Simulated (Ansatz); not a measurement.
One change: `[OH][InH][Cl]` becomes `[OH][In]([Cl])[Br]`.

Ansatz, PBE0-D4/def2-TZVP geometries, multiplicity 1. Each molecule was computed in one conformer, which needn't be the lowest.

Elements past krypton have def2 core potentials. Scalar relativity is left out up to krypton. Spin–orbit coupling is left out; it splits and shifts lone-pair levels of the heavy atoms by tenths of an eV.

```csv
property,`[OH][InH][Cl]`
zero-point energy (PBE0-D4/def2-TZVP) / kJ/mol,53.5
LUMO energy (PBE/def2-TZVPP) / eV,-2.29
HOMO–LUMO gap (PBE0/def2-TZVPP) / eV,7.13
HOMO energy (PBE/def2-TZVPP) / eV,-7.18
HOMO energy (PBE0/def2-TZVPP) / eV,-8.64
LUMO energy (PBE0/def2-TZVPP) / eV,-1.51
```

(1) Give the same properties after the change, and the shifts. (Best estimate.)

## Answers

(1) The calculation gave: 
```csv
property,`[OH][In]([Cl])[Br]`,shift
zero-point energy (PBE0-D4/def2-TZVP) / kJ/mol,39.4,-14.1
LUMO energy (PBE/def2-TZVPP) / eV,-3.46,-1.17
HOMO–LUMO gap (PBE0/def2-TZVPP) / eV,6.22,-0.91
HOMO energy (PBE/def2-TZVPP) / eV,-7.50,-0.32
HOMO energy (PBE0/def2-TZVPP) / eV,-8.81,-0.17
LUMO energy (PBE0/def2-TZVPP) / eV,-2.59,-1.08
```

With PBE0 the HOMO falls by 0.17 eV and the LUMO falls by 1.08 eV, so the gap narrows by about 0.91 eV. PBE moves the HOMO by -0.32 eV and ωB97M-V by -0.11 eV.
